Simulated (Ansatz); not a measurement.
Isolated molecules relaxed with PBE0-D4/def2-TZVP in Ansatz; ΔE leaves out vibrations. CCSD(T)/CBS adds triple-zeta CCSD(T) − MP2 to the extrapolated MP2 energy (def2 sets, frozen cores). This one scheme is used for every species. Functionals use def2-TZVPP. B3LYP here is the variant with VWN-RPA as its local correlation; programs differ in this. HSE06 is defined as in plane-wave codes. def2 core potentials past Kr. For Br, Sn outer-core shells are correlated without core-valence functions, which leaves a few kJ/mol of doubt a bond. Scalar relativity is left out up to krypton.

`[Br][Sn]([Br])([Br])[Br]` + H₂ → `[Br][SnH]([Br])[Br]` + HBr  (hydrogenolysis of the Sn–Br bond)

```
             level  ΔE (kJ/mol)  difference from CCSD(T)/CBS
         r2SCAN-D4         78.9                         -1.3
           PBE0-D4         75.2                         -5.0
          B3LYP-D4         79.7                         -0.5
        r2SCANh-D4         77.6                         -2.6
            B2PLYP         72.2                         -8.0
               PBE         69.9                        -10.3
            revPBE         69.3                        -10.9
              BLYP         67.9                        -12.3
            r2SCAN         77.1                         -3.1
              PBE0         68.0                        -12.2
           r2SCAN0         73.7                         -6.5
             HSE06         68.5                        -11.7
         CAM-B3LYP         61.2                        -19.0
SCS-MP2/def2-TZVPP         75.4                         -4.8
     HF/def2-QZVPP         60.6                        -19.6
    MP2/def2-QZVPP         89.2                          9.0
       CCSD(T)/CBS         80.2                            0
```

What do rigid-rotor, harmonic-oscillator terms from PBE0-D4/def2-TZVP frequencies (298.15 K, 1 bar) make of the CCSD(T)/CBS value? (An estimate is asked.)

Ansatz gave: ΔZPE = +5.5 kJ/mol, ΔH = +81.3 kJ/mol, ΔS = 34 J/(mol·K), ΔG = +71.1 kJ/mol.

Largest T1 diagnostic among the species: 0.009.

The D4 term adds +13.0 kJ/mol with B3LYP and +7.2 kJ/mol with PBE0; it sums over pairs of atoms, weighted by their polarisabilities, and B3LYP, whose exchange is more repulsive, gets the larger term. At CCSD(T), def2-SVP lies −17.2 kJ/mol from the extrapolated value and def2-TZVPP −11.2 kJ/mol. From r2SCAN to r2SCAN0 (25 % exact exchange), in def2-TZVPP and without D4, ΔE moves by −3.4 kJ/mol.
